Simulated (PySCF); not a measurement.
# V⁺: ionisation energy

V⁺ [Ar] 3d4 (5D) → V²⁺ [Ar] 3d3 (4F), as a difference of total energies. All numbers are calculated (PySCF 2.14, the non-relativistic Hamiltonian (point nucleus), in cc-pVDZ (6s5p3d1f, 43 functions)). Correlated levels: valence: [Ar] frozen. The calculations carry no spin-orbit coupling.

**Question.** Order these methods by the ionisation energy they give, lowest first.
A. SCS-MP2 (valence)
B. UHF
C. MN15
D. PBE

**Answer.** B (13.317 eV), A (13.545 eV), C (15.285 eV), D (15.406 eV).

These non-relativistic numbers lack the scalar-relativistic shift.

The reference lies between the lowest fine-structure levels, while these numbers refer to the centres of the terms.

Errors of the correlated levels include the incompleteness of this basis and the frozen core.

For comparison: 14.634 ± 0.007 eV (measured; NIST Atomic Spectra Database, ionization energies).
